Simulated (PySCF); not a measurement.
Vibration and rotation of SnH

UHF-CCSD(T) constants of SnH, ²Π (doublet), unpaired electrons π ↑ (PySCF, scalar-relativistic core potentials, basis sets Sn def2-TZVPPD with ECP28, H def2-TZVPPD; masses 119.9022 and 1.0078 u):

```
ωe              : 1731.0 cm⁻¹
ωexe            : 29.5 cm⁻¹
Be              : 5.4113 cm⁻¹
αe              : 0.146 cm⁻¹
D (centrifugal) : 0.000212 cm⁻¹
De to Sn + H    : 2.66 eV
```

**Question.** Give the vibrational terms G(v) and spacings up to v = 6.

**Answer.** G(v) = ωe(v+½) − ωexe(v+½)².

```
v  G(v) (cm⁻¹)  G(v) − G(v−1)  Bv (cm⁻¹)
0          858                     5.338
1         2530           1672      5.192
2         4143           1613      5.046
3         5697           1554      4.900
4         7192           1495      4.754
5         8628           1436      4.608
6        10005           1377      4.462
```

**Question.** How well does the Morse estimate ωe²/(4ωexe) reproduce De, and what is D0?

**Answer.** It gives 3.15 eV, 118 % of the computed De. D0 = De − G(0) = 2.66 − 0.11 = 2.55 eV.

Correlated steps freeze 4 core orbitals. These are scalar-relativistic numbers at best; spin–orbit coupling would shift them, the dissociation energy most. The state is the lowest determinant that a PBE0 search found; another state may lie lower at other levels.
